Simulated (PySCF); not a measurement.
# Frontier levels across methods

C3H8BFO.
Structure used (PBE0-D3(BJ)/def2-SVP), in Å, numbered top down from 1:
```xyz
14
C3H8BFO angstrom
C     -2.0855    0.4276   -0.5813
C     -1.0838   -0.3953    0.2023
C     -1.3283   -1.8880    0.0981
O      0.2168   -0.1050   -0.3152
B      1.2958    0.0618    0.4572
F      1.2065   -0.0411    1.7839
H     -3.1027    0.2673   -0.1949
H     -1.8503    1.4992   -0.5068
H     -2.0671    0.1448   -1.6448
H     -1.1151   -0.0989    1.2645
H     -0.5832   -2.4474    0.6829
H     -2.3269   -2.1443    0.4817
H     -1.2630   -2.2146   -0.9511
H      2.3605    0.3126   -0.0480
```

Basis pcSseg-1 throughout (PySCF), one geometry. Geometry: PBE0-D3(BJ)/def2-SVP, one conformer, isolated molecule.

Question: How do the orbital energies, the gap and the dipole change with the method?

Answer: 
```json
{"method": "BLYP", "kind": "GGA", "HOMO (eV)": "-7.48", "LUMO (eV)": "-0.29", "gap (eV)": "7.19", "μ (D)": "1.74", "SCF cycles": "15"}
{"method": "OPBE", "kind": "GGA", "HOMO (eV)": "-7.55", "LUMO (eV)": "-0.24", "gap (eV)": "7.31", "μ (D)": "1.74", "SCF cycles": "14"}
{"method": "PBE", "kind": "GGA", "HOMO (eV)": "-7.59", "LUMO (eV)": "-0.41", "gap (eV)": "7.18", "μ (D)": "1.75", "SCF cycles": "15"}
{"method": "B97-D", "kind": "GGA", "HOMO (eV)": "-7.60", "LUMO (eV)": "-0.24", "gap (eV)": "7.36", "μ (D)": "1.72", "SCF cycles": "15"}
{"method": "KT2", "kind": "GGA", "HOMO (eV)": "-7.68", "LUMO (eV)": "-0.40", "gap (eV)": "7.28", "μ (D)": "1.69", "SCF cycles": "16"}
{"method": "KT3", "kind": "GGA", "HOMO (eV)": "-7.69", "LUMO (eV)": "-0.38", "gap (eV)": "7.32", "μ (D)": "1.68", "SCF cycles": "15"}
{"method": "BP86", "kind": "GGA", "HOMO (eV)": "-7.70", "LUMO (eV)": "-0.42", "gap (eV)": "7.28", "μ (D)": "1.75", "SCF cycles": "15"}
{"method": "LDA", "kind": "LDA", "HOMO (eV)": "-7.72", "LUMO (eV)": "-0.68", "gap (eV)": "7.04", "μ (D)": "1.80", "SCF cycles": "15"}
{"method": "B97-2", "kind": "global hybrid", "HOMO (eV)": "-8.81", "LUMO (eV)": "0.61", "gap (eV)": "9.42", "μ (D)": "1.69", "SCF cycles": "14"}
{"method": "B3LYP", "kind": "global hybrid", "HOMO (eV)": "-8.84", "LUMO (eV)": "0.35", "gap (eV)": "9.19", "μ (D)": "1.70", "SCF cycles": "13"}
{"method": "PBE0", "kind": "global hybrid", "HOMO (eV)": "-9.09", "LUMO (eV)": "0.61", "gap (eV)": "9.70", "μ (D)": "1.70", "SCF cycles": "14"}
{"method": "mPW1PW91", "kind": "global hybrid", "HOMO (eV)": "-9.12", "LUMO (eV)": "0.61", "gap (eV)": "9.74", "μ (D)": "1.70", "SCF cycles": "13"}
{"method": "BHandHLYP", "kind": "global hybrid", "HOMO (eV)": "-10.50", "LUMO (eV)": "1.61", "gap (eV)": "12.11", "μ (D)": "1.65", "SCF cycles": "12"}
{"method": "CAM-B3LYP", "kind": "range-separated hybrid", "HOMO (eV)": "-10.52", "LUMO (eV)": "1.70", "gap (eV)": "12.22", "μ (D)": "1.70", "SCF cycles": "13"}
{"method": "wB97X-D", "kind": "range-separated hybrid", "HOMO (eV)": "-11.00", "LUMO (eV)": "2.56", "gap (eV)": "13.56", "μ (D)": "1.69", "SCF cycles": "14"}
{"method": "LC-wPBE", "kind": "range-separated hybrid", "HOMO (eV)": "-11.88", "LUMO (eV)": "3.02", "gap (eV)": "14.90", "μ (D)": "1.71", "SCF cycles": "14"}
{"method": "HF", "kind": "Hartree–Fock", "HOMO (eV)": "-12.71", "LUMO (eV)": "4.09", "gap (eV)": "16.80", "μ (D)": "1.56", "SCF cycles": "10"}
```

The HOMO spans 5.24 eV, from BLYP down to HF, and the gap runs from 7.04 eV (LDA) to 16.80 eV (HF). Over the methods BLYP (0 %), OPBE (0 %), PBE (0 %), B97-D (0 %), KT2 (0 %), KT3 (0 %), BP86 (0 %), LDA (0 %), B97-2 (21 %), B3LYP (20 %), PBE0 (25 %), mPW1PW91 (25 %), BHandHLYP (50 %), HF (100 %), a straight line through the gap against the share of exact exchange rises by 0.96 eV for each 10 % (correlation coefficient 0.999). The dipole ranges from 1.56 D (HF) to 1.80 D (LDA). This basis has no diffuse functions.
